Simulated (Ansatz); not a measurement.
`OC1COB1[SiH3]` → `CB(O)[SiH]1CO1`  (isomerisation)

Program: Ansatz. Geometries: PBE0-D4/def2-TZVP. ΔE: electronic, gas phase. CCSD(T)/CBS adds triple-zeta CCSD(T) − MP2 to the extrapolated MP2 energy (def2 sets, frozen cores). DFT in def2-TZVPP. B3LYP here is the variant with VWN-RPA as its local correlation; programs differ in this. Each species was taken in one conformer, which may not be the lowest.

**Question.** Is it downhill or uphill in electronic energy at CCSD(T)/CBS, and by how much? (Best estimate.)

**Answer.** Computed: Downhill: ΔE = -143.4 kJ/mol.

**Question.** What do these levels give: B3LYP-D4, B2PLYP, PBE, r2SCAN, B3LYP, MP2/def2-TZVPP, SCS-MP2/def2-TZVPP, CCSD/def2-TZVPP, HF/def2-QZVPP, SCS-MP2/def2-QZVPP, MP2/CBS(def2), CCSD/CBS(def2)? (Best estimate.)

**Answer.** Ansatz gave: B3LYP-D4 -145.3, B2PLYP -147.1, PBE -145.8, r2SCAN -155.8, B3LYP -145.4, MP2/def2-TZVPP -150.5, SCS-MP2/def2-TZVPP -141.0, CCSD/def2-TZVPP -135.1, HF/def2-QZVPP -124.6, SCS-MP2/def2-QZVPP -144.8, MP2/CBS(def2) -156.1, CCSD/CBS(def2) -140.7 kJ/mol.

Largest T1 diagnostic among the species: 0.015.

In def2-TZVPP, CCSD(T) changes the Hartree–Fock value by −15.1 kJ/mol (the triples alone add −2.7 kJ/mol) and MP2 by −27.7 kJ/mol. From PBE to PBE0 (25 % exact exchange), in def2-TZVPP and without D4, ΔE moves by +6.4 kJ/mol.
